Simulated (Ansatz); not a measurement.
`[SH][InH2]` + `OBF` → `FB[O][InH2]` + H₂S at 600 K and 1 bar (ligand exchange at the In–S bond).

Computed with Ansatz on PBE0-D4/def2-TZVP structures; ΔE is electronic, products minus reactants. CCSD(T)/CBS is the MP2 limit (def2-TZVPP, def2-QZVPP) plus CCSD(T) − MP2 in def2-TZVPP, frozen cores. This one scheme is used for every species. Elements past krypton have def2 core potentials. For In outer-core shells are correlated without core-valence functions, which leaves a few kJ/mol of doubt a bond. Each species was taken in one conformer, which may not be the lowest.

```
      species  CCSD(T)/CBS energy (Eh)  H − E (kJ/mol)  S (J/(mol·K))
 `[SH][InH2]`               -589.39884            92.2          342.5
        `OBF`               -201.07426           109.4          294.7
`FB[O][InH2]`               -391.48685           133.2          404.8
          H₂S               -398.97279            60.8          230.9
```

H − E and S are ideal-gas, rigid-rotor, harmonic terms from PBE0-D4/def2-TZVP, for one conformer and one mirror image of each species. 1 Eh = 2625.50 kJ/mol, R = 8.31446 J/(mol·K).

Task: By hand: ΔE, ΔH, ΔS and ΔG.

Result: ΔE = (-391.48685) + (-398.97279) − (-589.39884) − (-201.07426) = 0.01346 Eh = 35.3 kJ/mol. Δ(H − E) = 133.2 + 60.8 − 92.2 − 109.4 = -7.6, so ΔH = 27.7 kJ/mol. ΔS = 404.8 + 230.9 − 342.5 − 294.7 = -1.5 J/(mol·K). ΔG = 27.7 − 600 × (-1.5)/1000 = 28.6 kJ/mol.

Task: By hand: the equilibrium constant, and the temperature at which ΔG would vanish if ΔH and ΔS stayed fixed.

Result: log₁₀ K = −ΔG/(RT ln 10) = -2.5. ΔH and −TΔS have one sign here, so there is no such temperature.

The number of gas molecules stays the same, so ΔS is small and ΔH decides. A doubt of 5 kJ/mol in ΔE shifts log₁₀ K by 0.4 here. Other conformers and mirror images would add mixing entropy, several J/(mol·K) or more a flexible species. These are equilibria of isolated gas molecules and say nothing of rates. Largest T1 diagnostic: 0.016 (customary marks: 0.02 for closed shells, 0.045 for open ones).

ΔS is within the doubt of such terms, so its sign, and with it that verdict, could turn.
